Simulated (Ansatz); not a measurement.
Reaction (formal exchange of groups at the Se–C bond): `C/C(O)=C\[SeH]` + `[F][InH][Cl]` → `[F][In]([Cl])[SeH]` + `C=C(C)O`

Gas-phase electronic energies from Ansatz, PBE0-D4/def2-TZVP geometries. CCSD(T)/CBS adds triple-zeta CCSD(T) − MP2 to the extrapolated MP2 energy (def2 sets, frozen cores). Elements past krypton have def2 core potentials. For In, Se outer-core shells are correlated without core-valence functions, which leaves a few kJ/mol of doubt a bond. Scalar relativity is left out up to krypton. Each species was taken in one conformer, which may not be the lowest.

```tsv
species	HF/def2-TZVPP energy (Eh)
`C/C(O)=C\[SeH]`	-2591.85283
`[F][InH][Cl]`	-748.86692
`[F][In]([Cl])[SeH]`	-3148.76435
`C=C(C)O`	-192.01994
```

Task: Work out ΔE.

Result: ΔE = (-3148.76435) + (-192.01994) − (-2591.85283) − (-748.86692) = -0.06454 Eh = -169.4 kJ/mol. CCSD(T)/CBS gives -156.0 kJ/mol.

Largest T1 diagnostic among the species: 0.015.

From PBE to PBE0 (25 % exact exchange), in def2-TZVPP and without D4, ΔE moves by −3.9 kJ/mol. In def2-TZVPP, CCSD(T) changes the Hartree–Fock value by +19.9 kJ/mol (the triples alone add +2.4 kJ/mol) and MP2 by +17.5 kJ/mol. The D4 term adds +4.6 kJ/mol with B3LYP and +2.4 kJ/mol with PBE0; it sums over pairs of atoms, weighted by their polarisabilities, and B3LYP, whose exchange is more repulsive, gets the larger term.

B3LYP here is the variant with VWN-RPA as its local correlation; programs differ in this.
